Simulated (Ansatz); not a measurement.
Q: Name a neutral molecule of C, N, S, Te and H with LUMO energy (PBE0/def2-TZVPP) between -1.65 and -1.35 eV and LUMO energy (PBE/def2-TZVPP) between -2.35 and -2.05 eV (Ansatz, PBE0-D4/def2-TZVP geometry).

A: `N=C(S)[TeH]` (-1.49 eV, -2.33 eV). Other molecules can fit too; these were computed, each in one conformer that needn't be the lowest.
